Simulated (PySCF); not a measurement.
CH₅FO₂Si₂. Atoms are numbered in the order given.

```xyz
11

O      1.4218     1.6179     0.1863
C      1.3115     0.4933    -0.2376
O      2.3464    -0.3176    -0.4510
Si    -0.4433    -0.1743    -0.6232
F     -0.4147    -1.7656    -0.9713
Si    -1.7359     0.2336     1.2846
H      3.1507     0.1734    -0.2033
H     -0.9097     0.5586    -1.8338
H     -3.0902    -0.3754     1.1219
H     -1.8651     1.7089     1.4691
H     -1.0588    -0.3685     2.4717
```

Coordinates come from a PBE0-D3(BJ)/def2-SVP optimisation. The structure was generated by enumeration; whether it is a known compound was not checked. Other conformers were not sampled.

The numbers are results of TDA-ωB97X/def2-SVPD run with PySCF, not measurements.

Vertical excitations. The molecule is in vacuum.

Computed UV-visible absorptions:
```csv
state,energy (eV),λ (nm),f,main pairs
S1,5.25,236,0.009,"HOMO→LUMO 73 %, HOMO−1→LUMO 12 %"
S2,6.92,179,0.015,"HOMO→LUMO+1 67 %, HOMO−1→LUMO+1 14 %"
S3,7.19,172,0.049,"HOMO−1→LUMO 51 %, HOMO−1→LUMO+1 18 %, HOMO→LUMO+1 13 %"
S4,7.48,166,0.104,"HOMO−1→LUMO+1 47 %, HOMO−1→LUMO 17 %, HOMO→LUMO 8 %"
S5,7.70,161,0.058,"HOMO→LUMO+2 50 %, HOMO−1→LUMO+2 22 %, HOMO→LUMO+4 8 %"
S6,7.95,156,0.071,HOMO→LUMO+3 68 %
S7,8.27,150,0.128,"HOMO−1→LUMO+2 34 %, HOMO→LUMO+2 20 %, HOMO→LUMO+4 5 %"
S8,8.39,148,0.035,"HOMO−5→LUMO 48 %, HOMO−3→LUMO 12 %, HOMO−1→LUMO+2 9 %, HOMO−6→LUMO 8 %"
S9,8.57,145,0.219,"HOMO−1→LUMO+3 34 %, HOMO→LUMO+5 13 %, HOMO−2→LUMO 12 %, HOMO→LUMO+3 12 %"
S10,8.73,142,0.075,"HOMO−2→LUMO 21 %, HOMO−1→LUMO+3 16 %, HOMO−3→LUMO+1 14 %, HOMO→LUMO+6 7 %"
T1,4.57,271,0,HOMO→LUMO 76 %
T2,5.84,212,0,"HOMO−2→LUMO 57 %, HOMO−1→LUMO 17 %"
T3,6.16,201,0,"HOMO→LUMO+1 44 %, HOMO−1→LUMO+1 35 %"
T4,6.53,190,0,"HOMO−1→LUMO 30 %, HOMO−1→LUMO+2 20 %, HOMO→LUMO+2 16 %, HOMO−2→LUMO 7 %"
```
Triplets are in the Tamm–Dancoff approximation.
